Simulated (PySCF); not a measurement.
**Low-lying terms of Ne (neon, neutral)**

Ground state [Ne], ¹S. Computed with PySCF 2.14 in aug-cc-pVTZ, with no relativity, point nucleus. Vertical excitation energies in eV without spin-orbit coupling; excited terms of each kind are numbered among those the solver found. Frozen: 1s2.

| term | leading excitation | EOM-EE-CCSD |
| --- | --- | --- |
| 1 3P° | 2p → s | 17.980 |
| 1 1P° | 2p → s | 18.440 |
| 1 3S | 2p → p | 19.313 |
| 1 3D | 2p → p | 19.838 |
| 1 1D | 2p → p | 20.036 |
| 1 3P | 2p → p | 20.107 |
| 1 1P | 2p → p | 20.118 |
| 1 1S | 2p → p | 21.564 |

Only the lower part of the computed list is shown. The solver can miss terms. Rydberg members are limited by the diffuse functions of the basis.
